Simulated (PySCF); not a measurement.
Simulated characterisation data

- structure optimised with GFN2-xTB
- NMR shieldings at PBE0/pcSseg-1/GIAO
- program: PySCF
- relativity neglected, in vacuum, a single conformation, rapidly exchanging positions averaged

Scale: 1H (31.72 ppm) and 13C (186.93 ppm) vs TMS (reference shieldings calculated alike). Splittings of carbon signals by F and P are missing where no couplings were computed. Where no couplings were computed, multiplicities follow the n + 1 count of equivalent neighbours, and m marks all less simple cases (inequivalent or close neighbours, rings, F or P nearby). Shifts are as computed. Against solution values, carbons near 30 ppm lie about +3 ppm off and those near 130 ppm about +5 ppm. Of 1211 compounds with measured shifts, 218 miss one by over three times the rms of a fit or turn the order of signals round; such compounds aren't used in these exercises.

Compound 1 (C$_{2}$H$_{11}$FO$_{2}$Si$_{3}$). 1H NMR (500 MHz, computed): δ 5.27 (s, 3H), 5.26 (s, 3H), 4.77 (m, 1H), 4.73 (m, 1H), 1.44 (m, 3H). 13C{1H} NMR (computed): δ 89.7, 19.1. Structure: SMILES C[C@@H](F)[SiH](O[SiH3])O[SiH3].

Compound 2 (C$_{5}$H$_{5}$F$_{3}$Si). 1H NMR (500 MHz, computed): δ 7.36 (m, 1H), 4.27 (d, 3H), 3.27 (s, 1H). 13C{1H} NMR (computed): δ 145.6 (CH), 138.2 (C), 130.8 (C), 99.3 (CH), 82.0 (C). Structure: SMILES C#C/C(=C\[SiH3])C(F)(F)F.
